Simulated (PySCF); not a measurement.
CdFHO. Atoms are numbered in the order given.

```xyz
4

Cd     0.0058     0.0088     0.0000
F     -0.0072     1.9550     0.0000
O     -0.1232    -1.9591     0.0000
H      0.7715    -2.3427     0.0000
```
Charge 0, spin multiplicity 1.

Coordinates come from a PBE-D3(BJ)/def2-TZVP optimisation. The def2 effective core potentials stand for the cores of Cd; spin–orbit coupling is left out. Other conformers were not sampled.

Level of theory: ωB97X/def2-TZVPD run with PySCF.

Mulliken values depend strongly on the basis, most of all with diffuse functions as here. ESP charges are fitted to the potential on shells at 1.4 to 2.0 van der Waals radii. Atomic charges (e):

```json
[
 {"atom": "Cd1", "ESP fit": "?", "Mulliken": "1.08"},
 {"atom": "F2", "ESP fit": "?", "Mulliken": "-0.65"},
 {"atom": "O3", "ESP fit": "?", "Mulliken": "-0.72"},
 {"atom": "H4", "ESP fit": "?", "Mulliken": "0.30"}
]
```

What belongs in the gaps? (Estimate from the structure and the level; the computed values follow.)


- Cd1, ESP fit: 0.96
- F2, ESP fit: -0.53
- O3, ESP fit: -0.73
- H4, ESP fit: 0.30
